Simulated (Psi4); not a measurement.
Pair of molecules, SMILES Cl with SMILES C=C (the first has 2 atoms); geometry from B3LYP-D3(BJ)/def2-TZVP, rigid monomers moved along the line of their centres of mass till H2···C3 is 2.76 Å.
(charge 0, multiplicity 1):
```xyz
8

Cl     0.309    -0.481     0.004
H      0.193    -0.288     1.277
C     -0.627     0.417     3.815
C      0.530    -0.203     4.016
H     -1.567    -0.120     3.809
H     -0.678     1.487     3.652
H      1.470     0.336     4.025
H      0.581    -1.272     4.182
```

These are SAPT0/jun-cc-pV(D+d)Z (Psi4) values and carry that method's errors.

Problem. Which attractive term is largest, and how does the interaction split up?

Solution. electrostatics -3.01, exchange 2.66, induction -1.07, dispersion -1.14, total -2.55 kcal/mol; the largest attraction is electrostatics.
